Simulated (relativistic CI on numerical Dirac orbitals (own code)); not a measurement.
Ru⁺: computed level list

Calculated at this level of theory: Dirac-Coulomb-Breit CI, orbitals from a KLI potential per configuration, model QED (radiative potential, 1s self-energy scaled to tabulated hydrogen-like ionisation energies), valence Slater integrals scaled by 0.85, configuration energies shifted to the measured levels that pair with them (semi-empirical) (own radial code, finite nucleus).

CI space (outside the closed core [Kr]): 4d7, 4d6.5s, 4d6.5p, 4d5.5s2, 4d6.6s, 4d5.5s.5p, 4d6.5d, 4d6.6p, 4d6.4f, 4d6.6d, 4d6.5f, 4d6.5g, 4d6.6f, 4d6.6g, 4d5.5s.6s, 4d5.5p2. Levels of other configurations are missing.

The lowest level is 4d7 4F_9/2, with 97 % of that term; Hund's rules for 4d7 give 4F with J = 9/2, in agreement.

```csv
No.,Configuration,Term,J,E (cm⁻¹),%,Landé g
1,4d7,4F,9/2,0.0,97,1.331
2,4d7,4F,7/2,1372.6,97,1.237
3,4d7,4F,5/2,2273.6,97,1.030
4,4d7,4F,3/2,2848.8,96,0.406
5,4d7,4P,5/2,9088.4,86,1.598
6,4d6(5D).5s,6D,9/2,9151.4,99,1.554
7,4d7,4P,3/2,9362.6,78,1.697
8,4d6(5D).5s,6D,7/2,10088.6,99,1.586
9,4d7,4P,1/2,10102.9,78,2.670
10,4d6(5D).5s,6D,5/2,10783.8,96,1.654
11,4d7,2G,9/2,11128.4,89,1.100
12,4d6(5D).5s,6D,3/2,11232.5,94,1.855
13,4d6(5D).5s,6D,1/2,11552.9,89,3.248
14,4d7,2G,7/2,12407.3,96,0.891
15,4d7,2P,3/2,13840.5,53,1.182
16,4d7,2H,11/2,15088.1,98,1.091
17,4d7,2D,5/2,15136.5,92,1.203
18,4d7,2P,1/2,15729.2,91,0.743
19,4d7,2H,9/2,16372.5,90,0.923
20,4d7,2D,3/2,17511.5,59,0.991
21,4d6(5D).5s,4D,7/2,20319.9,93,1.416
22,4d6(5D).5s,4D,5/2,21411.4,93,1.358
23,4d6(5D).5s,4D,3/2,22118.4,95,1.200
24,4d6(5D).5s,4D,1/2,22505.9,95,0.016
25,4d7,2F,5/2,22933.9,83,0.873
26,4d7,2F,7/2,23556.4,82,1.150
27,4d6(3H).5s,4H,13/2,25853.7,98,1.229
28,4d6(3H).5s,4H,11/2,26070.2,90,1.145
29,4d6(3H).5s,4H,9/2,26197.2,77,1.024
30,4d6(3H).5s,4H,7/2,26486.0,84,0.723
31,4d6(3P).5s,4P,5/2,27768.1,88,1.590
32,4d6(3F).5s,4F,9/2,27858.2,69,1.252
33,4d6(3F).5s,4F,7/2,28300.1,70,1.139
34,4d6(3F).5s,4F,5/2,28600.9,77,0.946
35,4d6(3F).5s,4F,3/2,29001.7,95,0.412
36,4d6(3G).5s,4G,11/2,29327.9,87,1.254
37,4d6(3P).5s,4P,3/2,29881.2,82,1.685
38,4d6(3G).5s,4G,9/2,30379.3,75,1.188
39,4d6(3G).5s,4G,5/2,30632.5,78,0.666
40,4d6(3G).5s,4G,7/2,30730.2,72,1.033
41,4d6(3P).5s,4P,1/2,31135.2,84,2.576
42,4d6(3H).5s,2H,11/2,33109.9,83,1.078
43,4d6(3H).5s,2H,9/2,33265.2,77,0.955
44,4d6(3D).5s,4D,3/2,34071.1,69,1.209
45,4d6(3D).5s,4D,1/2,34134.7,92,0.088
```

Energies count from the lowest computed level. Percentages are summed over parent terms; the parents shown are those of the largest component, closed shells are left out there.

The mean weight of the leading LS term, summed over parents, in these 45 levels is 86 %, and that of the leading jj configuration (from the same eigenvectors) 52 %, so LS coupling describes them better.

Configurations whose levels could be paired with our table of measured levels were shifted onto them, all but the ground configuration, by the median error of their levels; single terms can still be off by 1,000 to 2,000 cm⁻¹ or more, and rates follow the energies as ν³ (E1, M1) or ν⁵ (E2). The others borrow a shift and can be off by several thousand cm⁻¹ or more. The fine structure of a lone outer electron comes out too small, for d and f at times inverted, and misplaced configurations move strength between like terms. 36 of the 37 excited levels that our extract of the measured tables holds in this range could be paired (the sources list more); they are missed by 1279 cm⁻¹ on average and 2621 at most, after the shifts were fitted to these levels, and levels without a partner can miss by more. Some levels of the ground configuration have no partner and can miss by 10 % or more.

Landé's interval rule says that E(J) − E(J−1) = AJ with one A. For the ground term the intervals give A = -230.1, -257.4, -305.0 cm⁻¹ for J = 5/2, 7/2, 9/2; the multiplet is inverted.

LS names give the leading component of a level, which can be under half, so a name can repeat, a term be missing and a line seem to break the LS rules.
